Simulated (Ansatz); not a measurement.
Consider the substitution at a C–Ge bond: `[OH][GeH2][C]#C[SiH3]` + CH₃OH → `COC#C[SiH3]` + `[OH][GeH3]`.

Gas-phase electronic energies from Ansatz, PBE0-D4/def2-TZVP geometries. CCSD(T)/CBS is the MP2 limit (def2-TZVPP, def2-QZVPP) plus CCSD(T) − MP2 in def2-TZVPP, frozen cores. This one scheme is used for every species. DFT in def2-TZVPP. B3LYP here is the variant with VWN-RPA as its local correlation; programs differ in this. For Ge outer-core shells are correlated without core-valence functions, which leaves a few kJ/mol of doubt a bond. Scalar relativity is left out up to krypton. One conformer a species, not always the lowest.

`[OH][GeH2][C]#C[SiH3]`:

```xyz
11

O     2.179   -2.071   -0.952
Ge    1.717   -1.318    0.589
C     0.285   -0.098    0.278
C    -0.636    0.665    0.072
Si   -2.016    1.819   -0.240
H     1.425   -2.426   -1.428
H     1.234   -2.378    1.590
H     2.967   -0.575    1.060
H    -3.193    1.055   -0.718
H    -2.355    2.523    1.021
H    -1.607    2.804   -1.271
```

CH₃OH:

Z-matrix (Å, degrees):
```
C
O 1 1.409
H 1 1.097 2 112.4
H 1 1.090 2 107.0 3 -118.5
H 1 1.097 2 112.4 3 123.0
H 2 0.959 1 108.5 3 -61.6
```

`COC#C[SiH3]`:

Cartesian coordinates in Å:
```
C 1.020 -1.989 1.153
O 1.511 -1.065 0.170
C 0.677 -0.156 -0.187
C -0.089 0.712 -0.543
Si -1.221 2.013 -1.079
H 0.750 -1.453 2.064
H 1.836 -2.681 1.346
H 0.153 -2.523 0.760
H -2.511 1.878 -0.355
H -0.649 3.354 -0.791
H -1.479 1.911 -2.539
```

`[OH][GeH3]`:

```xyz
6

O    -0.852    0.827   -0.687
Ge    0.116   -0.362    0.222
H    -0.347    1.605   -0.932
H    -0.861   -1.505    0.509
H     0.640    0.273    1.524
H     1.304   -0.838   -0.636
```

| level | ΔE (kJ/mol) | difference from CCSD(T)/CBS |
| --- | --- | --- |
| PBE0-D4 | 79.2 | -21.2 |
| B3LYP | 78.5 | -21.9 |
| HF/def2-TZVPP | 88.7 | -11.7 |
| MP2/def2-TZVPP | 103.5 | 3.1 |
| SCS-MP2/def2-TZVPP | 101.9 | 1.5 |
| CCSD/def2-TZVPP | 99.8 | -0.6 |
| CCSD(T)/def2-TZVPP | 99.5 | -0.9 |
| MP2/def2-QZVPP | 103.7 | 3.3 |
| MP2/CBS(def2) | 104.3 | 3.9 |
| CCSD/CBS(def2) | 100.6 | 0.2 |
| CCSD(T)/CBS | 100.4 | 0 |

Largest T1 diagnostic among the species: 0.013.

In def2-TZVPP, CCSD(T) changes the Hartree–Fock value by +10.9 kJ/mol (the triples alone add −0.2 kJ/mol) and MP2 by +14.8 kJ/mol. From PBE to PBE0 (25 % exact exchange), in def2-TZVPP and without D4, ΔE moves by +5.3 kJ/mol.
